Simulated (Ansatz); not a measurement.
`FC[B](Cl)[GaH2]` + H₂O → `O[B](Cl)[GaH2]` + `CF` at 500 K and 1 bar (formal hydrolysis of a B–C bond).

Computed with Ansatz on PBE0-D4/def2-TZVP structures; ΔE is electronic, products minus reactants. CCSD(T)/CBS is the MP2 limit (def2-TZVPP, def2-QZVPP) plus CCSD(T) − MP2 in def2-TZVPP, frozen cores. This one scheme is used for every species. For Ga outer-core shells are correlated without core-valence functions, which leaves a few kJ/mol of doubt a bond. Scalar relativity is left out up to krypton. Each species was taken in one conformer, which may not be the lowest.

```tsv
species	CCSD(T)/CBS energy (Eh)	H − E (kJ/mol)	S (J/(mol·K))
`FC[B](Cl)[GaH2]`	-2548.76454	173.1	434.3
H₂O	-76.37941	73.2	206.3
`O[B](Cl)[GaH2]`	-2485.55917	127.0	390.3
`CF`	-139.63461	122.2	244.8
```

H − E and S are ideal-gas, rigid-rotor, harmonic terms from PBE0-D4/def2-TZVP, for one conformer and one mirror image of each species. 1 Eh = 2625.50 kJ/mol, R = 8.31446 J/(mol·K).

**Question.** By hand: ΔE, ΔH, ΔS and ΔG.

**Answer.** ΔE = (-2485.55917) + (-139.63461) − (-2548.76454) − (-76.37941) = -0.04983 Eh = -130.8 kJ/mol. Δ(H − E) = 127.0 + 122.2 − 173.1 − 73.2 = 2.9, so ΔH = -127.9 kJ/mol. ΔS = 390.3 + 244.8 − 434.3 − 206.3 = -5.5 J/(mol·K). ΔG = -127.9 − 500 × (-5.5)/1000 = -125.2 kJ/mol.

**Question.** By hand: the equilibrium constant, and the temperature at which ΔG would vanish if ΔH and ΔS stayed fixed.

**Answer.** log₁₀ K = −ΔG/(RT ln 10) = 13.1. ΔG = 0 at ΔH/ΔS = 23255 K, far beyond where these terms or the molecules hold.

The number of gas molecules stays the same, so ΔS is small and ΔH decides. A doubt of 5 kJ/mol in ΔE shifts log₁₀ K by 0.5 here. Other conformers and mirror images would add mixing entropy, several J/(mol·K) or more a flexible species. Modes under 60 cm⁻¹, often nearly free rotors, make the harmonic entropy too high. These are equilibria of isolated gas molecules and say nothing of rates. Largest T1 diagnostic: 0.014 (customary marks: 0.02 for closed shells, 0.045 for open ones).
